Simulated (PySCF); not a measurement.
Species: C4H10NSSi (doublet state).
Cartesian coordinates in Å at the GFN2-xTB level; atoms count from 1:
```xyz
17
C4H10NSSi angstrom
C      2.9945    0.5018    0.6327
S      1.3662    0.5986    1.4352
Si     0.1416   -0.0602   -0.2055
N      0.6017   -1.6712   -0.5835
C     -1.6574   -0.1044    0.3372
C     -2.6771   -0.3586   -0.6663
C     -2.6168    0.9909   -0.1179
H      3.2718   -0.5389    0.4970
H      2.9674    1.0169   -0.3223
H      3.7035    0.9865    1.2952
H      0.3471    0.9173   -1.2849
H      1.5664   -1.9535   -0.6284
H      0.0288   -2.2413   -1.1825
H     -1.8251   -0.4810    1.3392
H     -2.6001   -0.7053   -1.6752
H     -3.3764    1.3063    0.5850
H     -2.2430    1.8081   -0.7276
```

The hyperfine couplings belong to this conformer and change with its torsions.

The species is `[CH]1[C@H](C1)[Si@H](N)SC` [radical].

Method used: PySCF 2.14.0, UKS B3LYP, pcH-1 on C H N S Si, non-relativistic, mean-field spin-orbit, GIAO. One conformer (not necessarily the lowest) at the GFN2-xTB geometry, without solvent, vibrations or thermal averaging. A GFN2-xTB geometry isn't a minimum of the functional, and hyperfine couplings can be far from their values at a DFT geometry. No stability test was run, so a lower SCF solution isn't excluded.

Q: What is the g tensor, term by term?

A: 
```
                    Δg (ppm)     1     2     3
relativistic mass correction  -145  -145  -145
            gauge correction     7     9   -13
   orbital Zeeman/spin–orbit    79   700   863
                       total   -59   564   706
```

So g = 2.00226, 2.00288, 2.00302 and g_iso = 2.00272; the tensor is rhombic: the two nearest values differ by 19 % of g3 − g1. Axes: g2 points within 13° of the C5–C6 bond.

Q: At 9.62 GHz, how far is the centre of the isotropic spectrum from where a free electron (g = 2.002319) resonates?

A: B = hν/(g μB) with μB/h = 13.99624 MHz/mT gives 343.27 mT for the free electron and 343.20 mT at g_iso, 0.07 mT lower.

Q: Average each term over the three axes. Which is largest in size?

A: The orbital-Zeeman/spin–orbit term 548, the mass correction -145 and the gauge correction 1 ppm, for a total of 404 ppm. The orbital-Zeeman/spin–orbit term is the largest in size. The mass correction is the same along every axis, so the anisotropy comes from the other two: their spans along these axes are 22 (gauge) and 784 ppm (orbital Zeeman/spin–orbit).

Q: In a frozen sample, at which fields do the three g values resonate at 9.5, 34, 94 and 263 GHz (hyperfine left aside), and which band first spreads them over more than twice a line width of 0.3 mT?

A: 
| band | GHz | B(g3) mT | B(g2) mT | B(g1) mT | spread mT |
| --- | --- | --- | --- | --- | --- |
| X | 9.5 | 338.86 | 338.89 | 338.99 | 0.13 |
| Q | 34.0 | 1212.78 | 1212.86 | 1213.24 | 0.46 |
| W | 94.0 | 3352.97 | 3353.21 | 3354.25 | 1.28 |
| J | 263.0 | 9381.19 | 9381.85 | 9384.77 | 3.58 |

The spread grows in proportion to the frequency. W band is the first where it exceeds 0.6 mT.

The largest Mulliken spin population is on C6 (+0.96). The angles at C6 add up to 325.0°, so it is pyramidal.

The HOMO–LUMO gaps are 6.34 eV among the α and 4.22 eV among the β orbitals.

On Intel Xeon 6975P-C, one thread (shared host), this took 69 s (with the writing of density and orbital grids) and 1.0 GiB of memory at its peak.
